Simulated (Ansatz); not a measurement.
`C=C(C)B(F)Cl` → B• + 3 C• + Cl• + F• + 5 H•  (atomization)

Isolated molecules relaxed with PBE0-D4/def2-TZVP in Ansatz; ΔE leaves out vibrations. CCSD(T)/CBS adds triple-zeta CCSD(T) − MP2 to the extrapolated MP2 energy (def2 sets, frozen cores). This one scheme is used for every species, atoms too. Functionals use def2-TZVPP. No spin–orbit coupling; open shells (•) take unrestricted orbitals. Spin–orbit coupling would lower the free atoms: a little for B, C, Cl, F. One conformer a species, not always the lowest.

`C=C(C)B(F)Cl`:

Z-matrix (Å, degrees):
```
C
C 1 1.498
H 1 1.093 2 111.0
H 1 1.093 2 111.0 3 118.0
H 1 1.091 2 111.4 3 -121.0
B 2 1.548 1 120.7 3 -58.9
C 2 1.337 1 122.2 3 121.1
F 6 1.321 2 121.4 1 179.9
Cl 6 1.759 2 122.0 1 -0.1
H 7 1.084 2 121.4 1 180.0
H 7 1.087 2 121.8 1 -0.0
```

Task: What is ΔE at CCSD(T)/CBS? (Estimate.)

Result: Computed: +1110.4 kcal/mol.

Task: What do these levels give: LDA (SPW92), PBE-QIDH, r2SCAN0, LC-ωPBE, HF/def2-QZVPP, HF/CBS(def2)? (Estimate.)

Result: The calculation gave: LDA (SPW92) 1275.8, PBE-QIDH 1115.5, r2SCAN0 1104.0, LC-ωPBE 1113.7, HF/def2-QZVPP 847.8, HF/CBS(def2) 847.9 kcal/mol.

Largest T1 diagnostic among the species: 0.014.

At CCSD(T), def2-SVP lies −38.6 kcal/mol from the extrapolated value and def2-TZVPP −24.3 kcal/mol: correlation converges slowly with the basis, and small sets miss more of it in the bonded molecule than in its fragments. In def2-TZVPP, CCSD(T) changes the Hartree–Fock value by +239.2 kcal/mol (the triples alone add +17.3 kcal/mol) and MP2 by +267.3 kcal/mol; breaking electron pairs costs correlation energy, which Hartree–Fock lacks. The D4 term adds +9.2 kcal/mol with B3LYP and +4.8 kcal/mol with PBE0; it sums over pairs of atoms, weighted by their polarisabilities, and B3LYP, whose exchange is more repulsive, gets the larger term.

B3LYP here is the variant with VWN-RPA as its local correlation; programs differ in this.

For atomizations the MP2-based limit and the directly extrapolated one differ by several kJ/mol either way, and by 10 to 25 for some Ge, Se and Sn compounds, so smaller differences from it don't rank the levels.
